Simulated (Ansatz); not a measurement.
Start from `F[SiH]([AlH2])[AlH][Cl]` and change one atom or group to get `CC[SiH](F)[AlH2]`.

Ansatz, PBE0-D4/def2-TZVP geometries, multiplicity 1. Each molecule was computed in one conformer, which needn't be the lowest.

| property | `F[SiH]([AlH2])[AlH][Cl]` |
| --- | --- |
| HOMO energy (PBE/def2-TZVPP) / eV | -5.87 |
| HOMO energy (ωB97M-V/def2-TZVPP) / eV | -8.71 |
| HOMO energy (B3LYP/def2-TZVPP) / eV | -6.67 |
| size of the dipole moment (PBE/def2-TZVPP) / D | 2.33 |
| LUMO energy (B3LYP/def2-TZVPP) / eV | -2.67 |
| size of the dipole moment (B3LYP/def2-TZVPP) / D | 2.46 |

Question: What does the change do to each property? (An estimate is asked.)

Answer: Computed: 
```json
{"property": "HOMO energy (PBE/def2-TZVPP) / eV", "`CC[SiH](F)[AlH2]`": "-6.15", "shift": "-0.28"}
{"property": "HOMO energy (ωB97M-V/def2-TZVPP) / eV", "`CC[SiH](F)[AlH2]`": "-9.28", "shift": "-0.57"}
{"property": "HOMO energy (B3LYP/def2-TZVPP) / eV", "`CC[SiH](F)[AlH2]`": "-7.10", "shift": "-0.43"}
{"property": "size of the dipole moment (PBE/def2-TZVPP) / D", "`CC[SiH](F)[AlH2]`": "1.52", "shift": "-0.81"}
{"property": "LUMO energy (B3LYP/def2-TZVPP) / eV", "`CC[SiH](F)[AlH2]`": "-2.33", "shift": "0.34"}
{"property": "size of the dipole moment (B3LYP/def2-TZVPP) / D", "`CC[SiH](F)[AlH2]`": "1.54", "shift": "-0.92"}
```

With PBE0 the HOMO falls by 0.42 eV and the LUMO rises by 0.39 eV, so the gap widens by about 0.81 eV. PBE moves the HOMO by -0.28 eV and ωB97M-V by -0.57 eV. Dipoles are sizes alone; their direction can turn.

B3LYP here is the variant with VWN-RPA as its local correlation; programs differ in this.
